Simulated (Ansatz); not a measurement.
A further run on Sn₂H₆.

```yaml
crystal:
  periodic: [false, false, false]
  atoms:
    - {symbol: Sn, position_ang: [-0.862169, 0.805472, -0.719507]}
    - {symbol: H, position_ang: [-2.362339, 0.950455, 0.082273]}
    - {symbol: H, position_ang: [-0.206209, 2.369741, -0.912294]}
    - {symbol: H, position_ang: [-1.146439, 0.150639, -2.270236]}
    - {symbol: Sn, position_ang: [0.862152, -0.805515, 0.719488]}
    - {symbol: H, position_ang: [2.350027, -0.978865, -0.099389]}
    - {symbol: H, position_ang: [0.191014, -2.359287, 0.942529]}
    - {symbol: H, position_ang: [1.173973, -0.132640, 2.257145]}
basis:
  gaussian: {orbitals: def2-SVPD, point_charges: [{charge: 2.00, position_ang: [6.995, -0.843, -0.193]}]}
hamiltonian: {xc: {name: wB97X}}
```

```sh
$ ansatz run in.yaml --threads 2 --pin off --events-out ev --progress --plain --max-ram 4352MiB
```

Output, abridged:

```
Functional definition: wB97X
1148 factors; their error is unknown
459 factors; integrals over basis functions are off by at most 5.0e-6 eV
mean field evaluation 1: about -11761.6346 eV, gradient 1.0e1 eV
mean field evaluation 2: about -11762.0289 eV, gradient 4.5e0 eV
mean field evaluation 4: about -11762.0868 eV, gradient 1.6e-1 eV
mean field evaluation 8: about -11762.1798 eV, gradient 3.3e-2 eV
mean field -11762.17982600 eV, -432.2521359137 hartree, gradient 2.7e-5 eV, S^2 0.000000; 0 other end points of the search recorded, 0 dependent functions left out
reference -11762.17978191 eV, -432.2521342933 hartree; 25, 25 occupied and 87, 87 virtual orbitals, 1148 factors
Total energy: -11762.17978191 eV, -432.2521342933 hartree
```

Hardware: 2 threads of Arm Neoverse N1 on a shared host. Wall time 8.5 s.

In the def2 sets Sn takes a core potential; there is no spin–orbit coupling.
